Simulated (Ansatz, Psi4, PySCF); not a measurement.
Species: sulfur dioxide, SO₂ (charge 0, singlet). SMILES: O=[S+][O-]
Geometry from a B3LYP-D3(BJ)/def2-TZVP (Ansatz, a first-principles code) optimisation:
```
S
O 1 1.4386
O 1 1.4386 2 118.87
```
Charge 0, spin multiplicity 1.

Wanted: vertical triplet-singlet gap, E(triplet) - E(singlet), in eV. Terms: 6-31G* and kin with 6d, 5d where marked; valence correlation only; dispersion terms only where a functional's name holds one; open shells spin-unrestricted; 6-311+G** with 5d, 6d on Na to Ar in Ansatz; non-relativistic; each state is the SCF solution reached for its charge and spin; no spin-orbit coupling. Ab initio and DFT rows: single points at B3LYP-D3(BJ) geometries (Ansatz). The Hartree-Fock reference of O=[S+][O-] is unstable towards a lower, spin-broken solution. Levels can end on unlike triplets.

```json
[
 {"level": "HF/6-31G*", "program": "Ansatz", "vertical triplet-singlet gap, E(triplet) - E(singlet) (eV)": "2.35"},
 {"level": "HF/6-311+G**", "program": "Ansatz", "vertical triplet-singlet gap, E(triplet) - E(singlet) (eV)": "2.23"},
 {"level": "PBE/6-311+G**", "program": "Ansatz", "vertical triplet-singlet gap, E(triplet) - E(singlet) (eV)": "3.11"},
 {"level": "B3LYP/STO-3G", "program": "Ansatz", "vertical triplet-singlet gap, E(triplet) - E(singlet) (eV)": "1.74"},
 {"level": "B3LYP/3-21G", "program": "Ansatz", "vertical triplet-singlet gap, E(triplet) - E(singlet) (eV)": "2.52"},
 {"level": "B3LYP/6-31G*", "program": "Ansatz", "vertical triplet-singlet gap, E(triplet) - E(singlet) (eV)": "3.11"},
 {"level": "B3LYP/6-311+G**", "program": "Ansatz", "vertical triplet-singlet gap, E(triplet) - E(singlet) (eV)": "3.08"},
 {"level": "wB97X-D/6-31G*", "program": "Psi4", "vertical triplet-singlet gap, E(triplet) - E(singlet) (eV)": "3.17"},
 {"level": "MP2/6-31G*", "program": "Ansatz", "vertical triplet-singlet gap, E(triplet) - E(singlet) (eV)": "5.07"},
 {"level": "M06-2X/def2-TZVPD", "program": "PySCF", "vertical triplet-singlet gap, E(triplet) - E(singlet) (eV)": "3.30"},
 {"level": "wB97M-V/def2-TZVPD", "program": "Ansatz", "vertical triplet-singlet gap, E(triplet) - E(singlet) (eV)": "3.40"},
 {"level": "wB97X-V/def2-TZVPD", "program": "Ansatz", "vertical triplet-singlet gap, E(triplet) - E(singlet) (eV)": "3.24"}
]
```

No value to compare with is used here. The 9 habitual levels span 1.74 (B3LYP/STO-3G) to 5.07 eV (MP2/6-31G*); wB97M-V/def2-TZVPD gives 3.40.

The levels are drawn from those run, B3LYP/6-31G* more often than the rest, none by its result; left out are runs that failed, that the program found above a lower state of the same kind, or whose <S^2> lies over 0.5 above the pure value.
